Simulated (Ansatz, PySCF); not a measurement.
Gas-phase reaction in SMILES: SC1CCCCC1 + 7 C (CH4) -> 6 CC (C2H6) + CS (CH4S)
Structures are relaxed separately at B3LYP-D3(BJ)/def2-TZVP in Ansatz (a quantum-chemistry and plane-wave program), one conformer each, not searched for the lowest. Frequencies are from Ansatz or PySCF.
Geometry of the first species:
SMILES: SC1CCCCC1
```xyz
19

C     -2.1505    -0.7092     0.2910
C     -1.8717     0.7591    -0.0308
C     -0.4356     1.1514     0.3292
C      0.5787     0.2318    -0.3504
C      0.3035    -1.2373    -0.0302
C     -1.1338    -1.6258    -0.3896
S      2.3115     0.7146     0.0040
H     -2.0982    -0.8562     1.3756
H     -3.1653    -0.9775    -0.0124
H     -2.0337     0.9312    -1.1007
H     -2.5749     1.4068     0.4982
H     -0.2362     2.1882     0.0550
H     -0.2999     1.0803     1.4140
H      0.5099     0.3735    -1.4340
H      1.0197    -1.8705    -0.5556
H      0.4669    -1.3980     1.0412
H     -1.2618    -1.5633    -1.4760
H     -1.3142    -2.6678    -0.1148
H      2.2600     0.4992     1.3300
```

Quantity: bond separation energy (enthalpy at 298 K, with B3LYP-D3(BJ) rigid-rotor harmonic-oscillator terms), in eV. Cores are frozen in the correlated levels unless marked. No spin-orbit coupling. Non-relativistic. Basis-set limits of correlation are two-point, X^-3; Hartree-Fock from the larger set. [CCSD(T)-MP2]/basis is that difference in the basis named.

```csv
level,program,bond separation energy (eV)
HF/aug-cc-pV(T+d)Z,Ansatz,0.48
B3LYP/def2-TZVPD,Ansatz,0.57
PBE0/6-31G*,Ansatz,0.65
CAM-B3LYP/def2-TZVPD,Ansatz,0.64
LC-wPBE/def2-TZVPD,Ansatz,0.71
wB97X-V/def2-TZVPD,Ansatz,0.82
B2GP-PLYP-D3(BJ)/def2-TZVPD,Ansatz + dftd3,0.91
MP2/STO-3G,Ansatz,0.61
MP2/6-31G*,Ansatz,1.03
SCS-MP2/STO-3G,Ansatz,0.56
SCS-MP2/cc-pwCVTZ,Ansatz,0.90
CCSD(T)/6-31G,Ansatz,0.96
CCSD(T)/aug-cc-pV(T+d)Z,Ansatz,0.96
"RI-MP2/CBS(cc-pV(T+d)Z,cc-pV(Q+d)Z)+[CCSD(T)-MP2]/cc-pV(D+d)Z",Ansatz,0.94
"RI-MP2/CBS(cc-pV(T+d)Z,cc-pV(Q+d)Z)+[CCSD(T)-MP2]/cc-pV(T+d)Z",Ansatz,0.93
```
